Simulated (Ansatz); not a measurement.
Born–Oppenheimer molecular dynamics of C2H7BOS (12 atoms, charge 0, multiplicity 1). It goes on from the last frame of an earlier run, with new velocities.

Level of theory: RKS PBE0/STO-3G in Ansatz 0.2.0.

| Property | Result |
| --- | --- |
| ensemble | NVE (velocity Verlet) |
| time step | 0.5 fs |
| steps asked | 245 |
| starting velocities drawn for | 300 K |
| seed | 154087 |

First frame:

```xyz
12
Properties=species:S:1:pos:R:3
B -1.067 0.722 -0.434
C -0.025 -0.394 -0.147
C 0.600 -0.750 1.194
O 0.393 -1.257 -1.132
S 0.605 1.421 -1.029
H -1.554 1.297 0.452
H -1.773 0.436 -1.304
H 0.035 -0.247 1.997
H 1.676 -0.512 1.316
H 0.471 -1.840 1.386
H -0.230 -0.924 -1.874
H 0.877 2.199 0.065
```

Q: How far do the bonds stretch over the last three quarters of this one trajectory? (Pairs bonded in most of those frames.)

A: 
```json
{"bond": "B1–C2", "mean (Å)": "1.577", "spread (Å)": "0.034", "shortest": "1.49", "longest": "1.63"}
{"bond": "B1–S5", "mean (Å)": "1.954", "spread (Å)": "0.025", "shortest": "1.90", "longest": "2.00"}
{"bond": "B1–H6", "mean (Å)": "1.166", "spread (Å)": "0.008", "shortest": "1.15", "longest": "1.18"}
{"bond": "B1–H7", "mean (Å)": "1.171", "spread (Å)": "0.008", "shortest": "1.15", "longest": "1.18"}
{"bond": "C2–C3", "mean (Å)": "1.547", "spread (Å)": "0.030", "shortest": "1.51", "longest": "1.61"}
{"bond": "C2–O4", "mean (Å)": "1.401", "spread (Å)": "0.025", "shortest": "1.36", "longest": "1.44"}
{"bond": "C2–S5", "mean (Å)": "2.046", "spread (Å)": "0.034", "shortest": "1.98", "longest": "2.10"}
{"bond": "C3–H8", "mean (Å)": "1.097", "spread (Å)": "0.018", "shortest": "1.07", "longest": "1.13"}
{"bond": "C3–H9", "mean (Å)": "1.100", "spread (Å)": "0.012", "shortest": "1.07", "longest": "1.13"}
{"bond": "C3–H10", "mean (Å)": "1.101", "spread (Å)": "0.019", "shortest": "1.07", "longest": "1.13"}
{"bond": "O4–H11", "mean (Å)": "1.020", "spread (Å)": "0.004", "shortest": "1.01", "longest": "1.03"}
{"bond": "S5–H12", "mean (Å)": "1.363", "spread (Å)": "0.043", "shortest": "1.30", "longest": "1.42"}
```

Mean temperature of the second half: 325 K. The conserved energy stayed within 0.15 meV per atom of its start (net change 0.0035 meV per atom), so the integration is sound. A run of 0.12 ps of so small a system gives no equilibrium averages. Limits of this set-up: minimal basis.

Run time: 24 min on 1 thread of Intel(R) Xeon(R) Processor @ 2.50GHz (Skylake/Cascade Lake), with other jobs on the host, peak memory 0.1 GiB.
